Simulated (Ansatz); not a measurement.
Consider the substitution at a C–Si bond: `CC(C)[Si](Cl)(Cl)Cl` + `OB(O)Cl` → `CC(C)OB(O)Cl` + `Cl[SiH](Cl)Cl`.

Gas-phase electronic energies from Ansatz, PBE0-D4/def2-TZVP geometries. CCSD(T)/CBS adds triple-zeta CCSD(T) − MP2 to the extrapolated MP2 energy (def2 sets, frozen cores). This one scheme is used for every species. Each species was taken in one conformer, which may not be the lowest.

```
              species  CCSD(T)/CBS(def2) energy (Eh)
`CC(C)[Si](Cl)(Cl)Cl`                    -1786.96983
            `OB(O)Cl`                     -636.28129
       `CC(C)OB(O)Cl`                     -754.05486
      `Cl[SiH](Cl)Cl`                    -1669.16736
```

Q: Work out ΔE.

A: ΔE = (-754.05486) + (-1669.16736) − (-1786.96983) − (-636.28129) = 0.02890 Eh = +75.9 kJ/mol.

Largest T1 diagnostic among the species: 0.011.

In def2-TZVPP, CCSD(T) changes the Hartree–Fock value by +21.4 kJ/mol (the triples alone add +2.4 kJ/mol) and MP2 by +31.5 kJ/mol. The D4 term adds +11.7 kJ/mol with B3LYP and +6.5 kJ/mol with PBE0; it sums over pairs of atoms, weighted by their polarisabilities, and B3LYP, whose exchange is more repulsive, gets the larger term.

B3LYP here is the variant with VWN-RPA as its local correlation; programs differ in this.
